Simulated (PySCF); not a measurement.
CH6AsB, SMILES CB[AsH2].

The structure is a stationary point at r2SCAN-D4/def2-SVP.

These are r2SCAN-D4/def2-SVP (PySCF 2.14.0) values and carry that method's errors.

Frequencies are harmonic and unscaled.

```tsv
mode	ν (cm⁻¹)	IR (km/mol)	Raman (Å⁴/amu)	depolarisation	moving atoms (share of kinetic energy)
1	85	2.1	0.4	0.58	H 89 %, B 10 %
2	202	1.3	0.5	0.33	H 48 %, C 25 %, B 17 %, As 11 %
3	248	0.1	1.0	0.43	H 73 %, C 14 %, B 10 %
4	430	19.3	7.4	0.74	H 73 %, B 15 %, As 11 %
5	550	3.5	24.4	0.32	H 57 %, B 27 %, C 11 %
6	626	2.5	5.4	0.75	H 91 %
7	677	10.9	7.3	0.65	H 87 %
8	826	10.4	6.0	0.63	H 74 %, B 15 %, C 10 %
9	866	5.7	6.7	0.75	H 61 %, B 28 %, C 10 %
10	1002	56.9	37.4	0.74	H 95 %
11	1033	3.9	3.9	0.07	H 50 %, B 28 %, C 22 %
12	1125	115.6	1.8	0.46	H 54 %, B 41 %
13	1293	66.6	17.8	0.59	H 70 %, C 26 %
14	1416	4.3	14.1	0.73	H 95 %
15	1434	5.8	11.0	0.75	H 93 %
16	2227	59.1	189.2	0.14	H 99 %
17	2251	70.7	138.2	0.65	H 99 %
18	2584	126.4	123.0	0.25	H 91 %, B 9 %
19	3009	0.3	200.6	0.04	H 96 %
20	3087	5.1	120.2	0.65	H 92 %, C 8 %
21	3138	11.3	75.2	0.74	H 91 %, C 9 %
```
